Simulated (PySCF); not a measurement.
**Low-lying terms of Cs⁺ (caesium, charge +1)**

Ground state [Xe], ¹S. All numbers are calculated (PySCF 2.14, scalar relativity by spin-free X2C-1e, in aug-cc-pVTZ-X2C with one added diffuse shell each of s, p, d, f type (10s9p7d4f, 100 functions)). Vertical excitation energies in eV without spin-orbit coupling; excited terms of each kind are numbered among those the solver found. Frozen: [Kr].

```
 term  leading excitation  EOM-EE-CCSD
1 3P°              5p → s       13.349
1 1P°              5p → s       13.988
2 3P°              5p → s       14.022
1 1F°              5p → d       14.957
 1 3S              5p → p       15.727
 1 3D              5p → p       16.125
 1 1D              5p → p       16.230
 1 1P              5p → p       16.354
 1 3P              5p → p       16.375
 1 1S              5p → p       16.797
2 1P°              5p → d       16.983
1 3F°              5p → d       18.999
 2 1D              5p → p       19.507
```

The spin-orbit splitting of the hole, absent here, rivals or exceeds the spacing of these terms, so the LS terms are model states.

Only the lower part of the computed list is shown. The solver can miss terms. Rydberg members are limited by the diffuse functions of the basis.
